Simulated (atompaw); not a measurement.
**Building the PAW (atompaw) potential for tantalum (Ta) (PBEsol, scalar-relativistic).**

* Element: Ta (Z = 73)
* Generator: atompaw 4.2.0.5
* Type: PAW
* Functional: PBEsol
* Relativity: scalar-relativistic
* Frozen core: [Kr] 4d10
* Valence charge: 27
* Reference configuration: 4f14 5s2 5p6 5d3 6s2 6p0
* Partial waves: 5s (bound): rc 1.40 bohr; 6s (bound): rc 1.85 bohr; 5p (bound): rc 1.60 bohr; 6p (bound, empty): rc 2.75 bohr; 5d (bound): rc 2.75 bohr; 5d channel at 2.55 Ry: rc 2.75 bohr; 4f (bound): rc 1.05 bohr; 4f channel at -1.5 Ry: rc 1.05 bohr
* Local potential: vpsmatchnc scheme with l = 4 at 0.5 Ry, radius 2.05 bohr
* Core correction: smooth core density matched at 2.55 bohr
* Augmentation charge: sinc compensation charge, radius 2.40 bohr; PAW radius 2.75 bohr; waves and projectors: custom rrkj gramschmidtortho

Does the generator finish with these settings?

Yes, a potential is produced.

Estimate the cutoffs (Ry, on a coarse ladder) from which the occupation-weighted sum of valence levels, in a spherical-Bessel basis at the reference potential, stays within 10 and 1 mRy of its value at 400 Ry.

200 Ry and 300 Ry.

What does a ghost test show?

No extra level below or beside the all-electron valence levels (s, p, d, f tested).

Is the overlap operator S = 1 + Σ q|β⟩⟨β| positive definite (Bessel basis up to 400 Ry)?

Yes: its lowest eigenvalue is 0.13 (s channel).

Which valence shell sets the plane-wave cutoff?

4f: its level needs 180 Ry to come within 1 mRy, against 35 Ry for 5p.
